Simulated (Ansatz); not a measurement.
Program: Ansatz. Geometries: PBE0-D4/def2-TZVP. ΔE: electronic, gas phase. CBS: MP2 limit from def2 TZ/QZ plus the TZ coupled-cluster correction, frozen cores. This one scheme is used for every species. DFT in def2-TZVPP. B3LYP here is the variant with VWN-RPA as its local correlation; programs differ in this. One conformer a species, not always the lowest.

Consider the redistribution: `[F][Al]([F])[F]` + `N[SiH](F)[SiH2]F` → `[NH2][Al]([F])[F]` + `F[SiH2][SiH](F)F`.

`[F][Al]([F])[F]`:

```xyz
4

F    -0.054    0.422    1.572
Al    0.000    0.000    0.000
F    -1.273   -0.748   -0.687
F     1.328    0.326   -0.885
```

`N[SiH](F)[SiH2]F`:

```xyz
10

N     1.174   -0.720    1.042
Si    0.362    0.678    0.526
F     1.304    1.791   -0.155
Si   -1.204   -0.042   -1.071
F    -0.586   -1.355   -1.774
H     1.722   -0.754    1.885
H     1.415   -1.457    0.401
H    -0.220    1.342    1.718
H    -1.480    0.954   -2.138
H    -2.488   -0.436   -0.434
```

`[NH2][Al]([F])[F]`:

Z-matrix (Å, degrees):
```
N
Al 1 1.745
H 1 1.006 2 124.4
H 1 1.006 2 124.5 3 -179.9
F 2 1.640 1 120.7 3 -0.1
F 2 1.640 1 120.7 3 180.0
```

`F[SiH2][SiH](F)F`:

```xyz
8

F     0.510   -1.790   -1.320
Si    0.806   -0.292   -0.829
Si   -0.812    0.300    0.777
F    -0.607   -0.568    2.095
F    -0.563    1.825    1.169
H     0.720    0.608   -2.006
H     2.174   -0.244   -0.254
H    -2.228    0.162    0.368
```

```tsv
level	ΔE (eV)
PBE0-D4	0.07
B3LYP-D4	0.04
PBE0	0.05
HF/CBS(def2)	-0.02
```

**Question.** What does CCSD(T)/CBS give? (Best estimate.)

**Answer.** The calculation gave: +0.07 eV. The listed levels differ from it by 0.00, -0.03, -0.02, -0.09 eV.

Largest T1 diagnostic among the species: 0.013.

In def2-TZVPP, CCSD(T) changes the Hartree–Fock value by +0.09 eV (the triples alone add +0.01 eV) and MP2 by +0.11 eV.
